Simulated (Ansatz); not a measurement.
Geometry optimisation, Ansatz, RHF/def2-SVP.

input.yaml

```yaml
crystal:
  periodic: [false, false, false]
  atoms:
    - { symbol: B, position_ang: [-0.030056, -0.212145, 0.150324] }
    - { symbol: O, position_ang: [-0.254028, -0.612385, 1.443773] }
    - { symbol: H, position_ang: [-1.158221, -0.809756, 1.628157] }
    - { symbol: F, position_ang: [1.221706, -0.026612, -0.205053] }
    - { symbol: H, position_ang: [-0.903643, -0.115072, -0.659436] }
    - { symbol: S, position_ang: [-0.061005, 2.652217, 1.328055] }
    - { symbol: H, position_ang: [1.270533, 2.643871, 1.189655] }
    - { symbol: H, position_ang: [-0.080387, 1.508181, 2.080225] }
basis:
  gaussian: { orbitals: def2-SVP }
hamiltonian:
  xc: hf
relax:
  f_tol: 0.03
  max_steps: 50
```

Command:

```bash
$ ansatz run input.yaml --threads 2 --pin off --max-ram 3072MiB --backend cpu --events-out ev --progress --plain --runs-dir out
```

Q: Where does it end, and by what steps?

A: The run converged. After 13 steps the energy has fallen by 0.186 eV; H8 moved furthest, 0.94 Å.

| step | energy less start (eV) | largest force component (eV/Å) | accepted |
| --- | --- | --- | --- |
| 0 | 0.0000 | 1.186 | yes |
| 1 | -0.1199 | 0.789 | yes |
| 2 | -0.1417 | 0.658 | yes |
| 3 | -0.1635 | 0.485 | yes |
| 4 | -0.1758 | 0.474 | yes |
| 5 | -0.1802 | 0.150 | yes |
| 6 | -0.1821 | 0.134 | yes |
| 7 | -0.1833 | 0.162 | yes |
| 8 | -0.1850 | 0.097 | yes |
| 9 | -0.1832 | 0.273 | no |
| 10 | -0.1857 | 0.056 | yes |
| 11 | -0.1861 | 0.039 | yes |
| 12 | -0.1862 | 0.045 | yes |
| 13 | -0.1863 | 0.025 | yes |

```xyz
8
Properties=species:S:1:pos:R:3
B -0.045 -0.391 0.117
O -0.374 -0.951 1.285
H -1.288 -1.164 1.377
F 1.219 -0.067 -0.070
H -0.828 -0.199 -0.768
S -0.036 2.939 1.506
H 1.119 2.641 0.909
H 0.238 2.221 2.599
```

Whether the end is a true minimum wasn't checked by a vibrational analysis.

Run time: 9.6 s on 2 threads of Arm Neoverse V2 (shared host), peak memory 0.14 GiB.
